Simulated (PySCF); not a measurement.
# One molecule, a ladder of functionals, a line

Molecule: `InChI=1S/C4H8Si/c1-3-4-5-2/h5H2,1-2H3`.

Numbering as in the mapped SMILES `[CH3:1][C:2]#[C:3][SiH2:4][CH3:5]`. Each H is labelled by its parent atom.

GIAO shieldings (ppm, equivalent atoms averaged) in PySCF on the PBE0-D3(BJ)/def2-SVP geometry, basis pcSseg-2, gas phase, non-relativistic:

| functional | exact exchange (%) | σ(C3) | σ(C1) | σ(Si4) |
| --- | --- | --- | --- | --- |
| BLYP | 0 | 93.4 | 169.4 | 384.6 |
| BP86 | 0 | 96.8 | 173.0 | 394.3 |
| PBE | 0 | 96.4 | 173.6 | 395.7 |
| B3LYP | 20 | 95.8 | 173.8 | 395.4 |
| PBE0 | 25 | 99.4 | 178.4 | 408.8 |
| BHandHLYP | 50 | 99.5 | 179.3 | 411.7 |
| HF | 100 | 107.2 | 186.9 | 442.6 |

Q: Fit each shielding as a line in the percentage of exact exchange.

A: σ(C3) = 95.2 + 0.11 x (rms 1.4 ppm); σ(C1) = 172.2 + 0.15 x (rms 1.6 ppm); σ(Si4) = 390.8 + 0.50 x (rms 4.7 ppm). The functionals also differ in their semilocal parts, which the line can't hold; Hartree–Fock has no correlation at all.

Q: What does the line predict for mPW1PW91 (25 %), and what does the run give?

A: σ(C3): 98.0 predicted, 98.9 computed; σ(C1): 175.9 predicted, 177.6 computed; σ(Si4): 403.3 predicted, 407.1 computed ppm.
